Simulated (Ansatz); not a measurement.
Bond stretch in Bi(Me)3, SMILES [CH3][Bi]([CH3])[CH3]. The Bi1–C10 bond (Bi1 also carries C, C; C10 carries H, H, H) is pulled apart rigidly from the PBE0/def2-SVP, def2 effective core potentials past Kr optimised geometry.

Levels: RKS-PBE = restricted PBE/def2-SVP, def2 effective core potentials past Kr (Ansatz, an electronic-structure program); UKS-PBE0 = unrestricted PBE0/def2-SVP, def2 effective core potentials past Kr in Ansatz.

Energies relative to the lowest point of each curve near equilibrium, in kcal/mol:

| R / Å | RKS-PBE |
|---|---|
| 1.86 | 44.9 |
| 2.02 | 14.3 |
| 2.28 | 0.0 |
| 2.37 | 0.4 |
| 2.57 | 6.0 |
| 2.77 | 14.7 |
| 3.01 | 26.0 |
| 3.77 | 55.2 |
| 4.24 | 66.3 |
| 4.80 | 74.6 |
| 5.59 | 80.7 |
| 6.61 | 83.6 |

Estimate the UKS-PBE0 values at these points.

1.86: 42.1; 2.02: 12.5; 2.28: 0.0; 2.37: 1.0; 2.57: 8.0; 2.77: 18.1; 3.01: 31.0; 3.77: 54.2; 4.24: 57.7; 4.80: 59.1; 5.59: 59.7; 6.61: 59.8 (kcal/mol).

The restricted form behind RKS-PBE keeps the bonding electrons paired and can't separate into open-shell fragments. The unrestricted solution behind UKS-PBE0 changes between 3.32 and 3.77 Å, which can leave a kink. The unrestricted determinant behind UKS-PBE0 is spin-contaminated at 3.32 to 6.61 Å (<S²> up to 1.0, against 0.00 for a pure singlet).
